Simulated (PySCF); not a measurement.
## From computed data to an observable: dipole moment from atomic charges

In(Cl)2(SiH3) (Cl2H3InSi), SMILES [Cl][In]([SiH3])[Cl]. Atoms are numbered in the order given.

```xyz
7

In     0.0020    -0.0014     0.0071
Cl    -1.9747    -1.2579    -0.3470
Cl    -0.1357     2.0960    -1.0858
Si     2.0377    -0.8077     1.3699
H      2.6356     0.3588     2.0744
H      3.0202    -1.3898     0.4135
H      1.5924    -1.8399     2.3446
```

Geometry optimised at B3LYP-D3(BJ)/def2-SVP. The structure was generated by enumeration; whether it is a known compound was not checked. The def2 effective core potentials stand for the cores of In; spin–orbit coupling is left out.

Charges (e) from PBE/def2-TZVP (PySCF):

```tsv
atom	Mulliken	ESP fit
In1	0.713	0.544
Cl2	-0.349	-0.284
Cl3	-0.349	-0.284
Si4	-0.064	-0.036
H5	0.017	0.018
H6	0.014	0.024
H7	0.017	0.018
```

The dipole moment of the full density is 3.99 D.

Question: What dipole moment does each set of point charges give, and which comes closer to that of the density?

Answer: 
μ = Σ q r, and 1 e Å = 4.8032 D.
Mulliken: Σ q r = (0.722, -0.286, 0.498) e Å, |μ| = 4.43 D.
ESP fit: Σ q r = (0.676, -0.270, 0.451) e Å, |μ| = 4.11 D.
ESP fit comes closer in size. Point charges leave out the atoms' own dipoles (lone pairs, polarised bonds); fits to the potential absorb them, partitions of the density don't.
